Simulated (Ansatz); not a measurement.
One change: `S[Si](Cl)(Cl)Cl` becomes `[SiH3]O[Si](Cl)(Cl)Cl`.

Ansatz, PBE0-D4/def2-TZVP geometries, multiplicity 1. Each molecule was computed in one conformer, which needn't be the lowest.

```json
{"property": "size of the dipole moment (PBE/def2-TZVPP) / D", "`S[Si](Cl)(Cl)Cl`": "1.04"}
{"property": "HOMO energy (PBE0/def2-TZVPP) / eV", "`S[Si](Cl)(Cl)Cl`": "-8.20"}
{"property": "size of the dipole moment (ωB97M-V/def2-TZVPP) / D", "`S[Si](Cl)(Cl)Cl`": "1.07"}
{"property": "size of the dipole moment (B3LYP/def2-TZVPP) / D", "`S[Si](Cl)(Cl)Cl`": "1.07"}
{"property": "HOMO energy (PBE/def2-TZVPP) / eV", "`S[Si](Cl)(Cl)Cl`": "-6.92"}
{"property": "HOMO–LUMO gap (PBE/def2-TZVPP) / eV", "`S[Si](Cl)(Cl)Cl`": "5.36"}
```

Problem. Give the same properties after the change, and the shifts. (Best estimate.)

Solution. Ansatz gave: 
```csv
property,`[SiH3]O[Si](Cl)(Cl)Cl`,shift
size of the dipole moment (PBE/def2-TZVPP) / D,1.39,0.35
HOMO energy (PBE0/def2-TZVPP) / eV,-9.30,-1.10
size of the dipole moment (ωB97M-V/def2-TZVPP) / D,1.43,0.36
size of the dipole moment (B3LYP/def2-TZVPP) / D,1.45,0.38
HOMO energy (PBE/def2-TZVPP) / eV,-7.86,-0.94
HOMO–LUMO gap (PBE/def2-TZVPP) / eV,6.62,1.26
```

With PBE0 the HOMO falls by 1.10 eV and the LUMO rises by 0.28 eV, so the gap widens by about 1.38 eV. PBE moves the HOMO by -0.94 eV and ωB97M-V by -1.15 eV. Dipoles are sizes alone; their direction can turn.

B3LYP here is the variant with VWN-RPA as its local correlation; programs differ in this.
